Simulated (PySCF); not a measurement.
Molfile (atoms numbered from 1):
```
C5H11NO2Si2
     RDKit          3D

 21 21  0  0  0  0  0  0  0  0999 V2000
   -3.0171   -0.6996   -0.0397 C   0  0  0  0  0  0  0  0  0  0  0  0
   -1.6066   -1.0032    0.0399 N   0  0  0  0  0  0  0  0  0  0  0  0
   -0.4887   -0.0378    0.9153 Si  0  0  2  0  0  4  0  0  0  0  0  0
   -0.7567    1.5080    0.4888 O   0  0  0  0  0  0  0  0  0  0  0  0
   -0.7426    2.7229   -0.5817 Si  0  0  0  0  0  4  0  0  0  0  0  0
    1.2184   -0.5956    0.3966 C   0  0  0  0  0  0  0  0  0  0  0  0
    1.8326   -0.7526   -0.8159 C   0  0  0  0  0  0  0  0  0  0  0  0
    3.1700   -1.1251   -0.5541 C   0  0  0  0  0  0  0  0  0  0  0  0
    3.2795   -1.1678    0.8020 C   0  0  0  0  0  0  0  0  0  0  0  0
    2.1127   -0.8516    1.3810 O   0  0  0  0  0  0  0  0  0  0  0  0
   -3.4261   -1.0539   -0.9880 H   0  0  0  0  0  0  0  0  0  0  0  0
   -3.1381    0.3793    0.0149 H   0  0  0  0  0  0  0  0  0  0  0  0
   -3.5891   -1.1533    0.7766 H   0  0  0  0  0  0  0  0  0  0  0  0
   -1.4283   -1.9917   -0.0506 H   0  0  0  0  0  0  0  0  0  0  0  0
   -0.6062    0.0226    2.3727 H   0  0  0  0  0  0  0  0  0  0  0  0
   -1.5444    2.3457   -1.7467 H   0  0  0  0  0  0  0  0  0  0  0  0
   -1.3397    3.8313    0.1601 H   0  0  0  0  0  0  0  0  0  0  0  0
    0.6417    2.9847   -0.9740 H   0  0  0  0  0  0  0  0  0  0  0  0
    1.3768   -0.6153   -1.7753 H   0  0  0  0  0  0  0  0  0  0  0  0
    3.9399   -1.3286   -1.2705 H   0  0  0  0  0  0  0  0  0  0  0  0
    4.1032   -1.4013    1.4481 H   0  0  0  0  0  0  0  0  0  0  0  0
  1  2  1  0
  2  3  1  0
  3  4  1  0
  4  5  1  0
  3  6  1  0
  6  7  2  0
  7  8  1  0
  8  9  2  0
  9 10  1  0
 10  6  1  0
  1 11  1  0
  1 12  1  0
  1 13  1  0
  2 14  1  0
  3 15  1  1
  5 16  1  0
  5 17  1  0
  5 18  1  0
  7 19  1  0
  8 20  1  0
  9 21  1  0
M  END
```

Computed data (PySCF): coordinates at the GFN2-xTB level, PBE0/pcSseg-1 with gauge-including orbitals. No solvent model, equivalent nuclei averaged, one conformer, non-relativistic.

Chemical shifts δ = σref − σ; 13C (σref 186.93) against TMS, all at this level.

**Question.** Do the 13C shifts follow the atomic charges (in e)? Tabulate both.

**Answer.** 
| atoms | hybridisation | δ (ppm) | σ para (ppm) | Hirshfeld | IAO | Mulliken | ESP-fitted |
| --- | --- | --- | --- | --- | --- | --- | --- |
| C6 | sp2 | 160.3 | -236 | -0.05 | -0.17 | -0.10 | -0.05 |
| C9 | sp2 | 152.5 | -217 | +0.01 | +0.01 | +0.16 | +0.01 |
| C7 | sp2 | 127.4 | -195 | -0.08 | -0.20 | -0.14 | -0.14 |
| C8 | sp2 | 116.6 | -189 | -0.09 | -0.23 | -0.16 | -0.30 |
| C1 | sp3 | 30.0 | -84 | -0.07 | -0.30 | -0.10 | +0.04 |

Correlation coefficients of δ with charge over these carbons: Hirshfeld +0.40, IAO +0.72, Mulliken +0.33, ESP-fitted -0.23; with the paramagnetic shielding -1.00. Among the 4 sp2 carbons alone: Hirshfeld +0.72, IAO +0.62, Mulliken +0.58, ESP-fitted +0.91. With so few points, grouped by hybridisation, these coefficients are fragile. Charge is one influence among several: hybridisation and low-lying excitations act through the paramagnetic term.

Shifts are as computed. Against solution values, carbons near 30 ppm lie about +3 ppm off and those near 130 ppm about +5 ppm. Of 1309 compounds with measured shifts, 239 miss one by over three times the rms of a fit or turn the order of signals round; such compounds aren't used in these exercises.
